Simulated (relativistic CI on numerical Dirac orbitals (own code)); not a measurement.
**Level scheme of Ce VI**

Calculated at this level of theory: Dirac-Coulomb-Breit CI, KLI orbitals optimised for each configuration, a model potential for QED, valence Slater integrals scaled by 0.85, P86 correlation energy added to each configuration (own radial code, finite nucleus).

CI space (outside the closed core [Kr] 4d10): 5s2 5p5, 5s 5p6, 5s2 5p4 4f, 5s2 5p4 5d, 5s 5p5 5d, 5s2 5p3 4f 5d, 5s2 5p4 5f, 5s 5p5 4f, 5s2 5p4 5g, 5s2 5p4 6s, 5s 5p4 4f2, 5s2 5p4 6p, 5s 5p5 5f. Double excitations out of closed p, d and f shells are left out; levels of such configurations are missing from the list, as are those of other unlisted configurations, and high levels can miss mixing partners.

The lowest level is 5s2 5p5 2P°_3/2, with 98 % of that term; Hund's rules for 5s2 5p5 give 2P° with J = 3/2, in agreement.

```
No.  Configuration  Term     J   E (eV)   %  Next component (%)  Landé g  Lifetime (s)
  1        5s2 5p5   2P°   3/2   0.0000  98    1 5s2 5p4 4f 2P°    1.334              
  2        5s2 5p5   2P°   1/2   3.2187  97    2 5s2 5p4 4f 2P°    0.665      3.17e-03
  3     5s2 5p4 4f   4F°   5/2  12.0801  67              19 2F°    1.024      3.32e-01
  4     5s2 5p4 4f   4F°   7/2  12.0859  76              10 2F°    1.209      3.82e+00
  5     5s2 5p4 4f   4F°   9/2  12.2939  76              15 4G°    1.289      9.32e+00
  6     5s2 5p4 4f   4F°   3/2  12.3861  57              26 2D°    0.635      2.05e-01
  7     5s2 5p4 4f   4G°  11/2  13.1079  77              23 2H°    1.231      9.59e-01
  8     5s2 5p4 4f   4D°   1/2  13.1519  70              29 2P°    0.197      1.67e-03
  9     5s2 5p4 4f   2G°   9/2  13.1771  49              27 2H°    1.072      5.61e+00
 10     5s2 5p4 4f   4D°   3/2  13.6128  38              34 2P°    1.135      1.18e-03
 11     5s2 5p4 4f   2F°   5/2  13.6484  56              27 4D°    1.049      1.64e-03
 12     5s2 5p4 4f   2F°   7/2  13.8672  53              23 2G°    1.086      8.23e-04
 13     5s2 5p4 4f   4G°   5/2  14.7948  61              25 2F°    0.730      2.14e-03
 14     5s2 5p4 4f   4G°   7/2  14.9263  36              29 2F°    1.137      2.43e-02
 15     5s2 5p4 4f   2D°   3/2  15.0206  43              42 4F°    0.693      5.03e-03
 16     5s2 5p4 4f   4D°   5/2  15.6309  38              23 4F°    1.111      2.94e-03
 17     5s2 5p4 4f   4G°   9/2  15.6640  54              24 2G°    1.183      4.76e-03
 18     5s2 5p4 4f   2F°   7/2  16.0709  38              32 4G°    1.103      5.53e-04
 19     5s2 5p4 4f   2G°   7/2  16.4340  53              38 4D°    1.120      2.94e-03
 20     5s2 5p4 4f   2P°   1/2  16.4418  69              30 4D°    0.464      2.61e-04
 21     5s2 5p4 4f   2H°   9/2  16.4713  70              25 2G°    0.973      6.22e-03
 22     5s2 5p4 4f   2D°   5/2  16.4778  73              14 4D°    1.155      2.96e-03
 23     5s2 5p4 4f   2P°   3/2  16.5146  59              28 4D°    1.230      4.31e-04
 24     5s2 5p4 4f   2H°  11/2  16.6599  77              23 4G°    1.132      5.75e-03
 25     5s2 5p4 4f   2D°   5/2  17.2588  69              10 4G°    1.118      2.25e-04
 26     5s2 5p4 4f   2F°   7/2  17.4001  82              11 4F°    1.138      1.41e-03
 27     5s2 5p4 4f   2G°   7/2  17.7672  85              12 2F°    0.922      1.21e-03
 28     5s2 5p4 4f   2D°   3/2  18.0606  92               5 2P°    0.835      1.94e-04
 29     5s2 5p4 4f   2G°   9/2  18.0781  92               4 4G°    1.117      3.73e-03
 30     5s2 5p4 4f   2F°   5/2  18.0843  94               4 2D°    0.873      4.69e-04
```

Energies count from the lowest computed level; ° marks odd parity; lifetimes are radiative, by E1, M1, E2 decay to levels of this space only.

The mean weight of the leading LS term, summed over parents, in these 30 levels is 67 %, and that of the leading jj configuration (from the same eigenvectors) 78 %, so jj coupling describes them better and the LS labels are nominal.

At this charge configurations can still be misplaced by up to about 7 % of their energy. Levels and lines within the n = 5 or 6 shells can be off by up to 10 % or somewhat more, and those that change n by about 2 %, since core polarisation is missing. 1 of the 1 excited levels that our extract of the measured tables holds in this range could be paired (the sources list more); they are missed by 3702 cm⁻¹ on average and 3702 at most, and levels without a partner can miss by more. Some levels of the ground configuration have no partner and can miss by 10 % or more. Levels that differ in their count of f electrons can be misplaced by several ten thousand cm⁻¹, since the correlation energy of f electrons is missing or only estimated; rates across such gaps can be off by orders of magnitude.

LS names give the leading component of a level, which can be under half, so a name can repeat, a term be missing and a line seem to break the LS rules.
